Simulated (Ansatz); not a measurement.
Basis-set extrapolation for AlBH₂OS, SMILES `S[B]1[O][AlH]1` (PBE0-D4/def2-TZVP geometry, frozen core, Ansatz). Multiplicity 1, RHF reference.

|  | def2-TZVPP | def2-QZVPP |
| --- | --- | --- |
| HF | -740.269537 | -740.292567 |
| MP2 correlation | -0.577890 | -0.623524 |
| CCSD(T) correlation | -0.635249 | not run |

Energies in hartree. Use E(X) = E(∞) + A·exp(−7.88·√X) for Hartree–Fock and E(X) = E(∞) + B·X^(−2.97) for correlation, with X = 3 and 4, and add CCSD(T) minus MP2 of the smaller set to the MP2 limit.

Q: What is the CCSD(T) energy at the basis-set limit?

A: HF limit: -740.292567 + (-0.023030) × 0.13774 = -740.29574. MP2 limit: -0.623524 + (-0.045634) × 0.74074 = -0.65733. Higher-order term: -0.635249 − (-0.577890) = -0.05736. Total: -741.01043 hartree, 277.4 kJ/mol below CCSD(T)/def2-TZVPP.
